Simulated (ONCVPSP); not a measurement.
## BLYP ONCV dataset for fluorine, scalar-relativistic all-electron reference.

ONCVPSP 4.0.1 was run on this input:

```
# ATOM AND REFERENCE CONFIGURATION
# atsym  z   nc   nv     iexc    psfile
  F 9.00    1    2  -106131      upf
#
#   n    l    f
    1    0    2.00
    2    0    2.00
    2    1    5.00
#
# PSEUDOPOTENTIAL AND OPTIMIZATION
# lmax
    1
#
#   l,   rc,      ep,       ncon, nbas, qcut
    0    0.60    0.00    4    8   11.30
    1    1.55    0.00    4    7    7.60
#
# LOCAL POTENTIAL
# lloc, lpopt,  rc(5),   dvloc0
    0    5    0.60    0.00
#
# VANDERBILT-KLEINMAN-BYLANDER PROJECTORs
# l, nproj, debl
    0    0    3.70
    1    2    1.60
#
# MODEL CORE CHARGE
# icmod, fcfact, rcfact
    3    6.00    1.00
#
# LOG DERIVATIVE ANALYSIS
# epsh1, epsh2, depsh
   -3.00    5.00    0.02
#
# OUTPUT GRID
# rlmax, drl
    6.00    0.01
#
# TEST CONFIGURATIONS
# ncnf
    4
# nvcnf
#   n    l    f
    2
    2    0    2.00
    2    1    4.00
#
    2
    2    0    2.00
    2    1    3.00
#
    2
    2    0    2.00
    2    1    2.00
#
    2
    2    0    2.00
    2    1    4.50
#
```

Command:

```bash
oncvpsp.x < F.dat > F.out
```

Resulting log (shortened: citation, most of the input echo, consistency checks and plot data are left out):

```
ONCVPSP  (Optimized Norm-Conservinng Vanderbilt PSeudopotential)
scalar-relativistic version 4.0.1

#   n    l    f        energy (Ha)
    1    0    2.00    -2.4409866E+01
    2    0    2.00    -1.0942068E+00
    2    1    5.00    -4.0868590E-01

Reference configufation results
  iterations    24
  all-electron total energy (Ha)   -9.98369323D+01

Begin loop to  construct optimized pseudo wave functions
and semi-local pseudopoentials for all angular momenta

Calculating optimized projector #   1

 for l=   0

    Fraction of norm inside rc  0.175621
    Optimizing pswf for qcut=  11.32 a_B^-1,  ecut=  64.08 Ha
    Residual kinetic energy error=  2.66D-04 Ha

    Energy error per electron        Cutoff
         Ha          eV             Ha
         0.01000     0.27211       40.02
         0.00100     0.02721       55.41
         0.00010     0.00272       99.11
         0.00001     0.00027      433.10

   Wellstate for l =  1  n =  4
     eigenvalue =   1.1913
     asymptotic potential =   1.6913
     half-point radius =  4.5973

Calculating optimized projector #   1

 for l=   1

    Fraction of norm inside rc  0.801695
    Optimizing pswf for qcut=   7.61 a_B^-1,  ecut=  28.97 Ha
    Residual kinetic energy error=  1.45D-04 Ha

    Energy error per electron        Cutoff
         Ha          eV             Ha
         0.01000     0.27211       20.60
         0.00100     0.02721       25.35
         0.00010     0.00272       31.75
         0.00001     0.00027       62.92

Calculating optimized projector #   2

 for l=   1

    Fraction of norm inside rc  0.078482
    Optimizing pswf for qcut=   7.61 a_B^-1,  ecut=  28.97 Ha
    Residual kinetic energy error=  2.36D-04 Ha

    Energy error per electron        Cutoff
         Ha          eV             Ha
         0.01000     0.27211       19.50
         0.00100     0.02721       25.66
         0.00010     0.00272       33.42
         0.00001     0.00027       73.34

Construct Vanderbilt / Kleinmman-Bylander projectors

B matrix Hermiticity error, ll=   1
   1   2   -6.7213E-05

  Orthonormal projector coefficients -7.0222E+00 -1.6512E+00

Model core correction analysis
  based on d2Exc/dn_idn_j

d2excae - all-electron derivatives

   -5.322303D-02   -4.546080D-02
   -4.546200D-02   -4.373005D-02

d2excps - pseudofunction derivatives with no core correction

   -5.186850D-02   -4.755378D-02
   -4.755450D-02   -4.436202D-02

rms 2nd derivative error    1.657806E-03

rmatch, rhocmatch    0.3478   13.2874

Teter function model core charge with specified parameters

d2excps - pseudofunction derivatives with core correction

   -5.185948D-02   -4.767118D-02
   -4.767182D-02   -4.459059D-02

rms 2nd derivative error    1.758475E-03

Pseudoatom total energy  -23.546310

Diagnostic tests using Vanderbilt-Kleinman-Bylander pseudopotentials
  1 or more projectors used as specified by nproj input data

   l    rcore       rmatch      e in        delta e   norm test  slope test

   0   0.6031116   0.6214234  -1.0942068  -0.0000198   1.0000060   0.9999865

   1   1.5519534   1.5990740  -0.4086859  -0.0000022   1.0000474   1.0000543
   1   1.5519534   1.5990740   1.1913141   0.0000094   1.0001031   1.0001031

 Testing for bound ghosts
   n   l    E NL Schr. Eq   E Basis Diag.   E Cutoff

   2   1       -0.408688       -0.406102     92.30

 Testing for highly-localized positive-energy ghosts
       l    <radius>/rc     E Basis Diag.   E Cutoff

Test configuration 0

   n   l     f        eae           eps        diff
   1   0  2.0000  -24.40986591
   2   0  2.0000   -1.09420680   -1.09422662   -1.98D-05
   2   1  5.0000   -0.40868590   -0.40868812   -2.22D-06

    Total energies and differences
      AE_ref= -9.98369323D+01  AE_tst= -9.98369323D+01  dif=  0.00D+00
      PS_ref= -2.35463105D+01  PS_tst= -2.35463105D+01  dif= -3.02D-13
      PSP excitation error=  3.02D-13

Test configuration 1

   n   l     f        eae           eps        diff
   1   0  2.0000  -25.17268501
   2   0  2.0000   -1.73645286   -1.73598520    4.68D-04
   2   1  4.0000   -1.04082813   -1.03353730    7.29D-03

    Total energies and differences
      AE_ref= -9.98369323D+01  AE_tst= -9.91240045D+01  dif=  7.13D-01
      PS_ref= -2.35463105D+01  PS_tst= -2.28360560D+01  dif=  7.10D-01
      PSP excitation error=  2.67D-03

Test configuration 2

   n   l     f        eae           eps        diff
   1   0  2.0000  -26.13376496
   2   0  2.0000   -2.49393035   -2.48569134    8.24D-03
   2   1  3.0000   -1.80225742   -1.77245452    2.98D-02

    Total energies and differences
      AE_ref= -9.98369323D+01  AE_tst= -9.77124934D+01  dif=  2.12D+00
      PS_ref= -2.35463105D+01  PS_tst= -2.14414129D+01  dif=  2.10D+00
      PSP excitation error=  1.95D-02

Test configuration 3

   n   l     f        eae           eps        diff
   1   0  2.0000  -27.27776308
   2   0  2.0000   -3.34803821   -3.31948390    2.86D-02
   2   1  2.0000   -2.67697491   -2.60132659    7.56D-02

    Total energies and differences
      AE_ref= -9.98369323D+01  AE_tst= -9.54819261D+01  dif=  4.36D+00
      PS_ref= -2.35463105D+01  PS_tst= -1.92612136D+01  dif=  4.29D+00
      PSP excitation error=  6.99D-02

Test configuration 4

   n   l     f        eae           eps        diff
   1   0  2.0000  -24.76500102
   2   0  2.0000   -1.39917926   -1.39953573   -3.56D-04
   2   1  4.5000   -0.70710164   -0.70484403    2.26D-03

    Total energies and differences
      AE_ref= -9.98369323D+01  AE_tst= -9.95595696D+01  dif=  2.77D-01
      PS_ref= -2.35463105D+01  PS_tst= -2.32693968D+01  dif=  2.77D-01
      PSP excitation error=  4.49D-04
```

The run took about 1.4 s on one core of a shared server CPU.
